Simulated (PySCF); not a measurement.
## Working out the ionisation energy of As⁺

As⁺ [Ar] 3d10 4s2 4p2 (3P) → As²⁺ [Ar] 3d10 4s2 4p1 (2P). Calculation: PySCF 2.14, in def2-SVP (5s4p3d, 32 functions); the non-relativistic Hamiltonian (point nucleus). Frozen: [Ar] 3d10. Energies in hartree (1 hartree = 27.21139 eV):

```json
{"part": "UHF", "As⁺ (lower)": "-2233.569160", "As²⁺ (upper)": "-2232.907406"}
{"part": "CCSD correlation", "As⁺ (lower)": "-0.061021", "As²⁺ (upper)": "-0.050625"}
{"part": "(T)", "As⁺ (lower)": "-0.000776", "As²⁺ (upper)": "-0.000480"}
```

Question: What does Hartree-Fock give?

Answer: (-2232.907406) − (-2233.569160) = 0.661754 hartree = 18.007 eV.

Question: What do CCSD and CCSD(T) give?

Answer: The CCSD correlation energies differ by 0.010396 hartree = 0.283 eV and the triples by 0.000296 hartree = 0.008 eV, so CCSD gives 18.290 eV and CCSD(T) 18.298 eV.

Reference: 18.589 eV (measured; NIST Atomic Spectra Database, ionization energies), between the lowest levels; spin-orbit coupling is absent from the calculation.

The calculation is non-relativistic.

A double-zeta basis recovers only part of the correlation energy.

What remains against the reference includes basis incompleteness, the frozen core and higher excitations.
